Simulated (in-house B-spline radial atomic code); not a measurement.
Values are calculated unless marked as measured or tabulated.
Two electrons in Ge: a Gaussian well −V exp(−r²/w²) with V = 21.8 meV and w = 31 nm

For Ge the NSM archive of the Ioffe Institute lists m_l = 1.6 m0, m_t = 0.08 m0 and ε = 16.2; the model takes one isotropic valley with the conductivity mass 3/(1/m_l + 2/m_t) = 0.117 m0, and so misses anisotropy and the other valleys. All triplets below are those of one valley; with several valleys two electrons can form a triplet in the 1s orbital itself, at an energy set by the valley splitting.

Effective-mass model with parabolic bands, a uniform dielectric constant, no image charges, no central-cell or spin-orbit terms. Two-electron levels come from full CI in B-splines with partial waves to l = 5 (up to 0.001 effective hartree above the limit).

(1) What are the effective units, and what is the potential in them?

In these units the lowest s and p orbitals lie at -1.181055 and -0.807778, and their Coulomb and exchange integrals are J_ss = 0.491969, J_sp = 0.396662 and K_sp = 0.07645. Full CI gives -1.935964 for the ground singlet, -1.686697 for the sp triplet, -1.582362 for the sp singlet and -1.418597 for the lowest triplet of two s orbitals.

(2) What does it cost to add the second electron, to first order and exactly?

(3) How far above the singlet do the triplets lie?

Results:

(1) Ha* = 27211.386 meV × 0.117/16.2² = 12.13 meV and a* = 0.0529177 nm × 16.2/0.117 = 7.327 nm. V = 1.8 Ha* and w = 4.23 a*.

(2) To first order E = 2ε_s + J_ss = -1.870141, so the charging energy E(2) − 2E(1) is J_ss = 5.968 meV. CI gives -1.935964 − 2 × (-1.181055) = 0.426146, or 5.17 meV: relaxation and correlation lower it by 0.7985 meV, 13.4 % of J_ss. The s² configuration of one-electron orbitals holds 93.1 % of the state, and the mean radius is 15.2 nm. The second electron is bound by ε_s − E = 9.158 meV, against 14.33 meV for the first.

(3) To first order the sp triplet lies at ε_s + ε_p + J_sp − K_sp = -1.668624, which is 2.445 meV above 2ε_s + J_ss. CI gives -1.686697 − (-1.935964) = 0.249267, or 3.024 meV, 67 % of the orbital spacing of 4.528 meV. The ss triplet lies 6.276 meV up, so the lower of the two is the sp one, and its gap equals k_BT at 35.1 K. The sp singlet-triplet splitting is 1.266 meV, against 2K_sp = 1.855 meV.
